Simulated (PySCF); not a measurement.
thiourea (CH4N2S), SMILES NC(N)=S.

Geometry: B3LYP-D3(BJ)/def2-SVP. One conformer was computed; it need not be the lowest.

Two levels are set side by side: TDA-PBE/def2-SVPD (PySCF) and TDA-CAM-B3LYP/def2-SVPD (PySCF). Vertical, same geometry. The lowest singlet is HOMO→LUMO 99 % with PBE and HOMO→LUMO 95 % with the other functional; states are paired by order. Differences are taken from unrounded values.

```json
[
 {"quantity": "lowest singlet excitation (eV)", "TDA-CAM-B3LYP": "4.04"},
 {"quantity": "lowest triplet excitation (TDA) (eV)", "TDA-CAM-B3LYP": "3.67"},
 {"quantity": "first bright state (f over 0.05) (eV)", "TDA-CAM-B3LYP": "5.42"},
 {"quantity": "its oscillator strength", "TDA-CAM-B3LYP": "0.27"}
]
```

What does TDA-PBE give, and how far is it from TDA-CAM-B3LYP? (An estimate is asked for; the answer gives what the named calculation found.)


```json
[
 {"quantity": "lowest singlet excitation (eV)", "TDA-PBE": "3.74", "TDA-PBE minus TDA-CAM-B3LYP": "-0.31"},
 {"quantity": "lowest triplet excitation (TDA) (eV)", "TDA-PBE": "3.46", "TDA-PBE minus TDA-CAM-B3LYP": "-0.20"},
 {"quantity": "first bright state (f over 0.05) (eV)", "TDA-PBE": "5.17", "TDA-PBE minus TDA-CAM-B3LYP": "-0.26"},
 {"quantity": "its oscillator strength", "TDA-PBE": "0.14", "TDA-PBE minus TDA-CAM-B3LYP": "-0.14"}
]
```

A lower first singlet is the usual sign of a functional without exact exchange. Differences between two approximate levels are no errors against the true value.

Rough cost on one machine, each run with all the roots and properties that it gave: TDA-CAM-B3LYP against TDA-PBE about 4 times.
